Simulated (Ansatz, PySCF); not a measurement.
CH9GeNSi, SMILES [SiH2](C)[NH][GeH3]. Atoms are numbered in the order given.

```xyz
13

Si     1.6420    -0.7669     0.3869
C      2.1830     0.9476    -0.1423
N     -0.0435    -0.9684     0.0088
Ge    -1.3333     0.3295    -0.1629
H      2.4364    -1.8166    -0.3292
H      1.9402    -0.9330     1.8503
H      2.0251     1.0994    -1.2210
H      3.2535     1.0894     0.0724
H      1.6306     1.7307     0.4011
H     -0.4211    -1.9085     0.0771
H     -1.4951     1.1562     1.1321
H     -0.9617     1.2868    -1.3108
H     -2.6507    -0.3997    -0.4798
```
Charge 0, spin multiplicity 1.

Coordinates come from a PBE0-D3(BJ)/def2-SVP optimisation. The structure was generated by enumeration, and PubChem lists no compound with its InChIKey, so it may never have been made. Other conformers were not sampled.

Two levels are set side by side: PBE-D3(BJ)/def2-SVP (Ansatz, a program for electronic structure) and PBE0-D3(BJ)/def2-SVP (Ansatz). Each level has its own optimised geometry; the coordinates shown are those of the second. Frequencies come from the Hessian of PySCF at each geometry. Differences are taken from unrounded values.

| quantity | PBE0-D3(BJ) | PBE-D3(BJ) | PBE-D3(BJ) minus PBE0-D3(BJ) |
|---|---|---|---|
| mean bond length (Å) | 1.450 | 1.461 | 0.011 |
| bond Si1–C2 (Å) | 1.874 | 1.885 | 0.011 |
| bond Si1–N3 (Å) | 1.739 | 1.756 | 0.017 |
| bond N3–Ge4 (Å) | 1.838 | 1.853 | 0.015 |
| bond Si1–H5 (Å) | 1.499 | 1.508 | 0.009 |
| bond Si1–H6 (Å) | 1.503 | 1.514 | 0.011 |
| bond C2–H7 (Å) | 1.101 | 1.108 | 0.008 |
| bond C2–H8 (Å) | 1.101 | 1.109 | 0.008 |
| bond C2–H9 (Å) | 1.102 | 1.109 | 0.007 |
| bond N3–H10 (Å) | 1.015 | 1.024 | 0.009 |
| bond Ge4–H11 (Å) | 1.545 | 1.558 | 0.013 |
| bond Ge4–H12 (Å) | 1.540 | 1.549 | 0.009 |
| bond Ge4–H13 (Å) | 1.539 | 1.553 | 0.014 |
| highest harmonic wavenumber (cm⁻¹) | 3635 | 3515 | -121 |
| mean harmonic wavenumber (cm⁻¹) | 1241 | 1199 | -42 |
| zero-point energy (kcal/mol) | 58.56 | 56.59 | -1.98 |

GGA bonds tend to be longer and softer than those of functionals with exact exchange. Differences between two approximate levels are no errors against the true value.
